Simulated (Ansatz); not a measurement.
Relaxation of CH4FSe (7 atoms, charge 0, multiplicity 2), to a largest force component of 0.03 eV/Å in at most 50 steps.

Method: Ansatz 0.2.0, UKS BLYP-D4/def2-SVP.

```xyz
7
Properties=species:S:1:pos:R:3
H -0.283 -0.369 0.061
Se 1.754 -1.573 1.582
C -0.842 0.356 -0.540
F -1.125 1.491 0.215
H 2.516 -0.435 0.992
H -1.791 -0.112 -0.886
H -0.230 0.642 -1.424
```

Question: Where does it end, and by what steps?

Answer: The run converged. After 14 steps the energy has fallen by 0.132 eV; F4 moved furthest, 1.17 Å.

```tsv
step	energy less start (eV)	largest force component (eV/Å)	accepted
0	0.0000	0.575	yes
1	-0.0067	0.198	yes
2	-0.0083	0.062	yes
3	-0.0094	0.078	yes
4	-0.0069	0.354	no
5	-0.0106	0.214	yes
6	-0.0132	0.235	yes
7	-0.0170	0.321	yes
8	-0.0334	0.383	yes
9	-0.0688	0.365	yes
10	-0.1100	0.259	yes
11	-0.1244	0.399	yes
12	-0.1272	0.396	yes
13	-0.1322	0.036	yes
14	-0.1325	0.010	yes
```

```xyz
7
Properties=species:S:1:pos:R:3
H -0.343 -0.768 -0.817
Se 1.460 -1.146 1.831
C -0.785 0.236 -0.649
F -0.248 0.786 0.520
H 2.351 -0.153 1.166
H -1.887 0.147 -0.543
H -0.548 0.898 -1.508
```

Time of the run: 18 s on 2 threads of AMD EPYC 9R45 96-Core Processor (Zen 5) (shared host), peak memory 0.22 GiB.
